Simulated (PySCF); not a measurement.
An excited-state job on `CO[Si]1(C)C=CC=C1`.

Computed with TDDFT CAM-B3LYP/def2-SVPD, vertical, gas phase, core orbitals frozen in the response (PySCF 2.14.0, density-fitted response routines). Geometry: GFN2-xTB. The command runs a driver script over a list of jobs; the input below is this job's line of settings and its coordinates in Å.

Command:
```bash
OMP_NUM_THREADS=1 python probes_run.py task.json out
```

Input:
```
{"job": {"kind": "uv", "xc": "CAM-B3LYP", "basis": "def2-SVPD", "nstates": 8, "ntriplets": 3}, "charge": 0, "multiplicity": 1}
C      2.494598     0.348394     0.465141
O      1.636543    -0.649149    -0.009276
Si     0.015839    -0.550010    -0.195793
C     -0.446778    -2.254365    -0.868900
C     -0.626136     0.954271    -1.161365
C     -1.426073     1.681795    -0.375329
C     -1.612311     1.193651     0.987712
C     -0.963829     0.069602     1.308629
H      3.507460    -0.055679     0.459882
H      2.225893     0.641876     1.482366
H      2.452722     1.233437    -0.173587
H     -1.515372    -2.317809    -1.036439
H      0.056585    -2.450018    -1.808665
H     -0.165392    -3.035122    -0.171788
H     -0.430364     1.230246    -2.184597
H     -1.924666     2.590200    -0.684741
H     -2.245886     1.747667     1.666716
H     -1.041592    -0.372670     2.288379
```

Output:
```
coarse grid: 15432 points
cycle   1  E = -598.7106929774  dE =  1.184e+00  |g| = 6.968e-01  |ddm| = 1.054e+01
cycle   2  E = -598.6735486882  dE =  3.714e-02  |g| = 8.638e-01  |ddm| = 2.081e+00
cycle   3  E = -598.8121458014  dE = -1.386e-01  |g| = 9.721e-02  |ddm| = 1.006e+00
cycle   4  E = -598.8140461079  dE = -1.900e-03  |g| = 3.346e-02  |ddm| = 2.531e-01
cycle   5  E = -598.8143434103  dE = -2.973e-04  |g| = 3.962e-03  |ddm| = 8.423e-02
cycle   6  E = -598.8143475446  dE = -4.134e-06  |g| = 1.192e-03  |ddm| = 1.973e-02
final grid: 144104 points
cycle   7  E = -598.9190772230  dE = -3.721e-05  |g| = 3.977e-03  |ddm| = 1.335e-01
cycle   8  E = -598.9190777334  dE = -5.104e-07  |g| = 3.939e-03  |ddm| = 1.990e-02
cycle   9  E = -598.9190812701  dE = -3.537e-06  |g| = 6.158e-04  |ddm| = 8.114e-03
cycle  10  E = -598.9190813439  dE = -7.375e-08  |g| = 1.578e-04  |ddm| = 1.053e-03
cycle  11  E = -598.9190813501  dE = -6.188e-09  |g| = 2.227e-05  |ddm| = 4.430e-04
cycle  12  E = -598.9190813503  dE = -1.742e-10  |g| = 7.580e-06  |ddm| = 1.373e-04
converged SCF energy = -598.9190813503

Static polarisability (au): isotropic 93.447, principal 83.447 89.357 107.535

Singlet excitations
state   eV       nm        f      main configurations
  1   4.1721    297.2   0.04439   H->L 0.98
  2   4.9907    248.4   0.00104   H-1->L 0.89, H-4->L 0.09
  3   5.7862    214.3   0.01771   H-2->L 0.92
  4   6.5323    189.8   0.00000   H->L+1 0.55, H->L+2 0.32, H->L+3 0.10
  5   6.7953    182.5   0.00080   H-4->L 0.87, H-1->L 0.09
  6   6.9252    179.0   0.05340   H-3->L 0.68, H->L+5 0.21, H-5->L 0.08
  7   6.9766    177.7   0.00051   H->L+2 0.53, H->L+1 0.37
  8   7.3033    169.8   0.01269   H-6->L 0.61, H-5->L 0.18

Triplet excitations (Tamm-Dancoff, eV): 2.4927 4.5612 4.7980
```

The SCF starts on a coarse grid where the log names one; the energy can jump when the final grid takes over, and dE then counts from the start density on the new grid. H and L stand for HOMO and LUMO; the number after each pair is its weight.

Q: Give the mean polarisability as a volume in Å³, and the ratio of the largest to the smallest principal value.

A: 93.447 au × 0.148185 = 13.85 Å³; 107.535/83.447 = 1.29.

Main results: HOMO -7.87 eV, LUMO -0.49 eV; lowest singlet 4.17 eV; lowest triplet 2.49 eV (Tamm–Dancoff); mean polarisability 93.4 au.

On one thread of an AMD EPYC, shared host with 64 logical CPUs at a one-minute load of 60, this took 2.1 min of wall time (grids of density and orbitals included) and 1.2 GiB of memory at its peak.

One conformer stands for the species.
Labels such as C1 count atoms from 1, the log's own numbers from 0.
